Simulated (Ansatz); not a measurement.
# Strength of the O–Si bond: CH8O4Si2 → Si2H5O3 + CH3O

Species: CH8O4Si2 `CO[SiH](O)[SiH](O)O`, singlet; Si2H5O3 `O[SiH][SiH](O)O`, doublet; CH3O `C[O]`, doublet. 

Shapes, held fixed at every level: PBE0-D4/def2-TZVP. Flexible molecules stand in one conformer, not always the lowest. Programs: Ansatz 0.2.0. Electronic energies: no zero-point or thermal term.

Q: Estimate ΔE of this reaction.

A: The highest level, CCSD(T)/CBS estimate, gives ΔE = +498.1 kJ/mol; the levels span +449.9 to +498.1. The column of differences is taken from that level and isn't an error. No measured value is set beside it here. Open shells run unrestricted unless RO is named. The CBS estimate extrapolates MP2 from def2-TZVPP and def2-QZVPP and adds CCSD(T) − MP2 in the triple-zeta set, cores frozen.

| level | kind | ΔE (kJ/mol) | less CCSD(T)/CBS estimate |
| --- | --- | --- | --- |
| PBE-D4/def2-TZVPP | GGA | +449.9 | -48.2 |
| r2SCAN-D4/def2-TZVPP | meta-GGA | +450.6 | -47.5 |
| PBE0-D4/def2-TZVPP | global hybrid | +457.5 | -40.6 |
| wB97M-V/def2-TZVPP | range-separated hybrid | +484.1 | -14.0 |
| wB97X-V/def2-TZVPP | range-separated hybrid | +479.8 | -18.3 |
| B2PLYP/def2-TZVPP | double hybrid | +472.4 | -25.7 |
| CCSD/def2-TZVPP | coupled cluster or CI | +476.4 | -21.7 |
| CCSD(T)/CBS estimate | coupled cluster or CI | +498.1 | 0.0 |
